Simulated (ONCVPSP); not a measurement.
# Hardness and transferability of assorted potentials

Generated with ld1.x 7.5 (TM, RRKJ, ultrasoft, PAW), atompaw 4.2 or ONCVPSP 4.0.1. The cutoff is in Ry: for ld1.x and atompaw files where the sum of valence levels is converged to 10 mRy in a Bessel basis, for ONCV files where the hardest occupied wave has 1 mHa per electron of residual kinetic energy. The error is the largest all-electron minus pseudo excitation energy over each file’s own four to seven test configurations (ionisations up to +4, promotions, holes and added fractions of an electron), all of which were solved. The labels leave out finer settings (local radius, basis sizes, second energies), which also bear on the numbers. Spin-polarised tests are not counted. The rows are a selection from randomly drawn settings: files with unsolved tests, undetermined cutoffs or missed reference levels are left out.

A true bound ghost makes a file unfit for plane-wave use even where its test errors are small: the radial tests pick states by their node count and pass the ghost by.

| element | potential | cutoff (Ry) | largest error (meV) | bound ghosts |
| --- | --- | --- | --- | --- |
| C | ONCV, PBEsol, scalar-relativistic, rc 0.70/0.70 (sp), local s, core correction yes, reference 2s2, qcut 9.7/13.3, projectors 0/2 | 364 | +32 | none |
| C | ONCV, PW91, scalar-relativistic, rc 0.85/1.70 (sp), local smoothed, core correction no, reference 2s2 2p2, qcut 9.1/7, projectors 2/2 | 68 | +473 | s |
| C | ONCV, PBE, fully relativistic, rc 0.50/2.10 (sp), local smoothed, core correction no, reference 1s2 2s2 2p1.5, qcut 25.5/6.1, projectors 2/1 | 471 | +272 | none |
| Mg | ONCV, PBE, scalar-relativistic, rc 1.00/1.25 (sp), local smoothed, core correction yes, reference 2s2 2p6 3s2, qcut 14.1/14, projectors 2/2 | 131 | +224 | none |
| Cl | ONCV, PBE, scalar-relativistic, rc 1.30/1.50 (sp), local smoothed, core correction yes, reference 3s2 3p4, qcut 5.1/5.7, projectors 2/3 | 50 | +28 | p |
| Ge | ONCV, PBEsol, fully relativistic, rc 1.00/0.95/0.65 (spd), local smoothed, core correction yes, reference 3s2 3p6 3d10 4s1.5 4p2.5, qcut 12.2/18.4/14.6, projectors 2/2/2 | 1375 | +1.9 | none |
| Br | ONCV, PBE, scalar-relativistic, rc 1.55/1.35/1.25 (spd), local smoothed, core correction no, reference 4s1.75 4p5.25, qcut 4.1/7.2/6.8, projectors 1/1/2 | 59 | -13 | s, d |
| Cd | ONCV, LDA (Perdew-Zunger), scalar-relativistic, rc 1.55/1.40/1.20 (spd), local smoothed, core correction yes, reference 4s2 4p6 4d10 5s2, qcut 6.4/8.1/7.2, projectors 2/2/2 | 235 | -13 | none |
| Er | ONCV, LDA (Perdew-Zunger), scalar-relativistic, rc 2.30/1.75/2.70 (spd), local smoothed, core correction yes, reference 5s2 5p6 5d2 6s1, qcut 4.5/9.8/6.1, projectors 3/2/3 | 54 | -8.9 | none |

(1) Fill in the row for Ni: ONCV, BLYP, scalar-relativistic, rc 2.40/2.40/0.80 (spd), local smoothed, core correction yes, reference 3d8 4s1.75, qcut 2.4/3/11.4, projectors 1/2/1.

Results:

(1) cutoff 713 Ry, largest error -50 meV, bound ghosts: s.
